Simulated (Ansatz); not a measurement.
CH4B2, SMILES `BB=C` (charge 0, multiplicity 1).

Cartesian coordinates (Å):
```xyz
7

B      1.4908     0.1037    -0.1642
B     -0.0971    -0.0066     0.0108
C     -1.4780    -0.1027     0.1628
H      1.9723     0.8557    -0.9542
H      2.2300    -0.5637     0.4914
H     -2.1743     0.4934    -0.4179
H     -1.9437    -0.7797     0.8713
```
Charge 0, spin multiplicity 1.

Frozen-core energies in 6-31g from Ansatz (a quantum-chemistry and plane-wave program) at a geometry from B3LYP-D3(BJ)/def2-TZVP; the HF reference has <S^2> = 0.00 (restricted, and unstable towards unrestricted orbitals) and the T1 diagnostic is 0.018.

| level | energy (Ha) |
|---|---|
| HF | -89.44908 |
| MP2 | -89.63579 |
| CCSD | -89.67080 |
| CCSD(T) | -89.67778 |

Question: Estimate the energies of CCSDT, CCSDT(Q) and CCSDTQ, and give each level's difference from CCSDTQ.

Answer: 
```
level     energy (Ha)  difference from CCSDTQ (mHa)
--------  -----------  ----------------------------
MP2         -89.63579                         43.42
CCSD        -89.67080                          8.41
CCSD(T)     -89.67778                          1.43
CCSDT       -89.67879                          0.42
CCSDT(Q)    -89.67924                         -0.02
CCSDTQ      -89.67921                          0.00
```
